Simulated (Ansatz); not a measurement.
Isolated molecules relaxed with PBE0-D4/def2-TZVP in Ansatz; ΔE leaves out vibrations. CBS: MP2 limit from def2 TZ/QZ plus the TZ coupled-cluster correction, frozen cores. This one scheme is used for every species. DFT in def2-TZVPP. B3LYP here is the variant with VWN-RPA as its local correlation; programs differ in this. HSE06 is defined as in plane-wave codes. Elements past krypton have def2 core potentials. For Mo outer-core shells are correlated without core-valence functions, which leaves a few kJ/mol of doubt a bond. One conformer a species, not always the lowest.

`[NH]=[Mo](=[NH])([NH2])[F]` + HCl → `[NH]=[Mo](=[NH])([F])[Cl]` + NH₃  (ligand exchange at a Mo–N bond)

```
             level  ΔE (kJ/mol)  difference from CCSD(T)/CBS
            PBE-D4        -62.0                          2.7
         revPBE-D4        -61.4                          3.3
         r2SCAN-D4        -65.1                         -0.4
            B97M-V        -69.5                         -4.8
           PBE0-D4        -63.3                          1.4
          B3LYP-D4        -61.5                          3.2
        r2SCAN0-D4        -65.1                         -0.4
          HSE06-D4        -63.8                          0.9
          BHLYP-D4        -64.1                          0.6
      CAM-B3LYP-D4        -57.4                          7.3
           ωB97X-V        -60.2                          4.5
           ωB97M-V        -60.6                          4.1
            B2PLYP        -67.5                         -2.8
          PBE-QIDH        -69.4                         -4.7
               PBE        -62.6                          2.1
            revPBE        -65.2                         -0.5
              BLYP        -61.7                          3.0
            r2SCAN        -65.4                         -0.7
              PBE0        -63.8                          0.9
             B3LYP        -62.2                          2.5
           r2SCANh        -65.4                         -0.7
           r2SCAN0        -65.4                         -0.7
             HSE06        -64.1                          0.6
             BHLYP        -63.4                          1.3
         CAM-B3LYP        -57.7                          7.0
           LC-ωPBE        -58.0                          6.7
RPA@PBE/def2-TZVPP        -57.0                          7.7
      MP2/def2-SVP        -68.3                         -3.6
     CCSD/def2-SVP        -55.2                          9.5
  CCSD(T)/def2-SVP        -54.9                          9.8
     HF/def2-TZVPP        -66.3                         -1.6
    MP2/def2-TZVPP        -75.9                        -11.2
SCS-MP2/def2-TZVPP        -72.9                         -8.2
   CCSD/def2-TZVPP        -59.7                          5.0
CCSD(T)/def2-TZVPP        -60.6                          4.1
     HF/def2-QZVPP        -67.2                         -2.5
SCS-MP2/def2-QZVPP        -75.5                        -10.8
      HF/CBS(def2)        -67.4                         -2.7
     MP2/CBS(def2)        -80.0                        -15.3
    CCSD/CBS(def2)        -63.9                          0.8
       CCSD(T)/CBS        -64.7                            0
```

Largest T1 diagnostic among the species: 0.022, so the coupled-cluster value is less sure than usual.

Leaving LDA and LC-ωPBE aside and taking each functional with its dispersion term where it has one, the values spread over 12.1 kJ/mol, from B97M-V to CAM-B3LYP-D4. LDA lies +9.2 kJ/mol from PBE without D4. At CCSD(T), def2-SVP lies +9.9 kJ/mol from the extrapolated value and def2-TZVPP +4.2 kJ/mol.
